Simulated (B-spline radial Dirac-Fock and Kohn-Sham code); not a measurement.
## Ir⁵⁺: non-radiative channels of the M2 vacancy

System: Ir⁵⁺, [Xe] 4f14 5d4, inside a Watson sphere of charge -5 and radius 1.8 Å (a model of the Madelung potential; inside it an electron's potential energy is raised by 40.0 eV).

Method: independent-particle radiative and Coulomb Auger rates from relativistic LDA hole-state orbitals, with Dirac-Fock energies. Computed with an atomic code on a B-spline grid. Kinetic energies are configuration averages from the vacuum level; the two-hole energies are estimated from single-hole states.

| transition | kinetic energy (eV) | width (meV) | share (%) |
| --- | --- | --- | --- |
| M2-M4N1 | 20.29 | 728 | 5.8 |
| M2-M5N1 | 95.96 | 125 | 1.0 |
| M2-M4N2 | 133.6 | 776 | 6.1 |
| M2-M5N2 | 208.6 | 867 | 6.9 |
| M2-M4N3 | 219.7 | 815 | 6.5 |
| M2-M3N6 | 221.1 | 441 | 3.5 |
| M2-M3N7 | 224.8 | 422 | 3.3 |
| M2-M4N4 | 406.2 | 299 | 2.4 |
| M2-M4N5 | 421.1 | 363 | 2.9 |
| M2-M4O1 | 636.5 | 151 | 1.2 |
| M2-M4N6 | 661.8 | 2180 | 17.3 |
| M2-M4N7 | 663.8 | 3360 | 26.6 |
| M2-M4O3 | 691.9 | 130 | 1.0 |
| M2-N2N3 | 1758.1 | 127 | 1.0 |
| M2-N2N4 | 1946.9 | 126 | 1.0 |
| M2-N2N5 | 1958.4 | 203 | 1.6 |

Coster-Kronig rates are the weakest part of this model and often come out 1.5 to 2.5 times too large. The listed channels hold 88 % of the non-radiative rate. Summed by principal shells, of 12.6 eV in all: MMN 84.4 %, MNN 8.4 %, MMO 5.8 %, MNO 1.3 %.
